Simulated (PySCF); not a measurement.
Computed shifts of a molecule C₅H₅Cl, B3LYP/pcSseg-1 (PySCF), GIAO, gas phase, atoms alike by connectivity averaged where their shifts nearly agree, in ppm (number of nuclei): ¹³C: 151.1 (1), 145.6 (1), 144.5 (1), 136.6 (1), 46.1 (1). ¹H: 6.84 (1), 6.72 (1), 6.55 (1), 3.40 (2). References: ³⁵Cl against HCl (σ = 933.3 ppm); ¹³C against TMS (σ = 181.3 ppm); ¹H against TMS (σ = 31.68 ppm), references at their B3LYP-D3(BJ)/def2-TZVP geometries, non-relativistic (without spin–orbit terms, shifts of atoms bonded to Cl or Br come out too high). The structure is a stationary point at PBE0-D3(BJ)/def2-SVP. One conformer was computed; it need not be the lowest.

Pick the molecule that these values belong to.
A) ClC1=CCC=C1
B) ClC1=CC=CC1
C) C=C=C(Cl)C=C
D) C#C[C@H]1C[C@H]1Cl

A, ClC1=CCC=C1
